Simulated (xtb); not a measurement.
C5H10N (SMILES C[C]=NC(C)C), doublet, at a GFN2-xTB geometry; xtb with GFN1-xTB.

Input for xtb:
```
$ xtb mol.xyz --gfn 1 --uhf 1 --acc 1000 --json

# file mol.xyz
16

C      2.67089895     0.27907464     0.54348527
C      1.20011371     0.30757621     0.50808579
N      0.46020252     0.11512148    -0.46442955
C     -0.97187376     0.12602007    -0.51874427
C     -1.63073963     0.60929537     0.77610045
C     -1.44830959    -1.28057386    -0.88859991
H      3.03395996     1.25146731     0.87480620
H      3.11667404     0.04213878    -0.42794132
H      2.99203528    -0.46241733     1.27431708
H     -1.23507377     0.81140010    -1.33672356
H     -1.37126974    -0.06074407     1.59246370
H     -1.27917685     1.60789351     1.02416517
H     -2.71130215     0.63108521     0.66140221
H     -2.52409204    -1.28378324    -1.04326209
H     -0.95969168    -1.61410926    -1.80060655
H     -1.20401858    -1.97713582    -0.08957777
```

It wrote (shortened):

```
   ID    Z sym.   atoms
    1    6 C      1, 2, 4-6
    2    7 N      3
    3    1 H      7-16

           -------------------------------------------------
          |                Calculation Setup                |
           -------------------------------------------------

           -------------------------------------------------
          |                 G F N 1 - x T B                 |
           -------------------------------------------------

          ...................................................
          :                      SETUP                      :
          :.................................................:
          :  # basis functions                  44          :
          :  # atomic orbitals                  44          :
          :  # shells                           32          :
          :  # electrons                        35          :
          :  # halogen bonds                     0          :
          :  max. iterations                   250          :
          :  Hamiltonian                  GFN1-xTB          :
          :  restarted?                      false          :
          :  GBSA solvation                  false          :
          :  PC potential                    false          :
          :  electronic temp.          300.0000000     K    :
          :  accuracy                 1000.0000000          :
          :  -> integral cutoff          0.2000000E+02      :
          :  -> integral neglect         0.1000000E-04      :
          :  -> SCF convergence          0.1000000E-02 Eh   :
          :  -> wf. convergence          0.2000000E-01 e    :
          :  Broyden damping             0.4000000          :
          :  net charge                          0          :
          :  unpaired electrons                  1          :
          ...................................................

 iter      E             dE          RMSdq      gap      omega  full diag
   1    -19.3101447 -0.193101E+02  0.784E+00    2.12       0.0  T
   2    -19.3350386 -0.248939E-01  0.475E+00    2.10       1.0  T
   3    -19.3324968  0.254183E-02  0.687E-01    2.11       1.0  T
   4    -19.3365684 -0.407157E-02  0.240E-01    2.10       1.0  T
   5    -19.3370734 -0.505035E-03  0.403E-02    2.11       1.0  T
   6    -19.3370805 -0.713149E-05  0.275E-03    2.11       9.1  T

   *** convergence criteria satisfied after 6 iterations ***

         :::::::::::::::::::::::::::::::::::::::::::::::::::::
[...]
         :: total energy             -19.070140569056 Eh    ::
[...]
     6C    -0.09440 -0.23843   1.012  3.083  0.000
     7H     0.03488  0.08771   0.965  0.000  0.000
     8H     0.04161  0.09545   0.958  0.000  0.000
     9H     0.03447  0.08727   0.966  0.000  0.000
    10H     0.02564  0.09429   0.974  0.000  0.000
    11H     0.03343  0.08878   0.967  0.000  0.000
    12H     0.03599  0.09082   0.964  0.000  0.000
    13H     0.03097  0.08378   0.969  0.000  0.000
    14H     0.02839  0.08123   0.972  0.000  0.000
    15H     0.03924  0.09449   0.961  0.000  0.000
    16H     0.03513  0.09031   0.965  0.000  0.000

Wiberg/Mayer (AO) data.
largest (>0.10) Wiberg bond orders for each atom

 ---------------------------------------------------------------------------
     #   Z sym  total        # sym  WBO       # sym  WBO       # sym  WBO
 ---------------------------------------------------------------------------
     1   6 C    3.995 --     2 C    1.057     9 H    0.967     7 H    0.966
                             8 H    0.962
     2   6 C    3.399 --     3 N    2.161     1 C    1.057
     3   7 N    3.257 --     2 C    2.161     4 C    0.957
     4   6 C    3.960 --     6 C    0.994     5 C    0.991    10 H    0.964
                             3 N    0.957
     5   6 C    3.996 --     4 C    0.991    13 H    0.987    11 H    0.986
                            12 H    0.985
     6   6 C    3.996 --     4 C    0.994    14 H    0.988    16 H    0.987
                            15 H    0.985
     7   1 H    1.021 --     1 C    0.966
     8   1 H    1.004 --     1 C    0.962
     9   1 H    1.022 --     1 C    0.967
    10   1 H    1.017 --     4 C    0.964
    11   1 H    1.009 --     5 C    0.986
    12   1 H    1.008 --     5 C    0.985
    13   1 H    1.004 --     5 C    0.987
    14   1 H    1.004 --     6 C    0.988
    15   1 H    1.007 --     6 C    0.985
    16   1 H    1.005 --     6 C    0.987
 ---------------------------------------------------------------------------

Topologies differ in total number of bonds
Writing topology from bond orders to xtbtopo.mol

 dipole moment from electron density (au)
     X       Y       Z
  -0.1235   0.0156   0.1060  total (Debye):    0.416

           -------------------------------------------------
          | TOTAL ENERGY              -19.070140569056 Eh   |
          | GRADIENT NORM               0.016163019556 Eh/α |
          | HOMO-LUMO GAP               2.105302423862 eV   |
           -------------------------------------------------

normal termination of xtb
```
